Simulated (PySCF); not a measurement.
# Radial density of Sc²⁺ (scandium, charge +2)

UHF, [Ar] 3d1, 2D determinant. Calculation: PySCF 2.14, in jorge-DZP-DKH; the spin-free X2C one-electron Hamiltonian (Gaussian nucleus).

```tsv
r (bohr)	4πr²ρ (e/bohr)	4πr²(ρα − ρβ)
0.00129	0.1650	0.0000
0.00217	0.4193	0.0000
0.00365	1.052	0.0000
0.00614	2.553	-0.0001
0.0103	5.823	-0.0002
0.0174	11.88	-0.0003
0.0292	20.07	-0.0006
0.0492	24.87	-0.0011
0.0827	20.73	-0.0026
0.139	19.26	-0.0050
0.234	26.35	0.0163
0.394	15.32	0.1309
0.662	7.010	0.4077
1.11	8.241	0.6131
1.87	1.990	0.3705
3.15	0.1000	0.0631
5.30	0.002650	0.0026
```

Densities and radii are taken from the X2C orbitals without a picture-change correction, which distorts them close to the nucleus.

(1) Where is the radial spin density 4πr²(ρα − ρβ) most negative, and why is it negative at all?

Results:

(1) Around r = 0.139 bohr, down to -0.0050 e/bohr: exchange with the open shell polarises the paired shells in an unrestricted calculation.
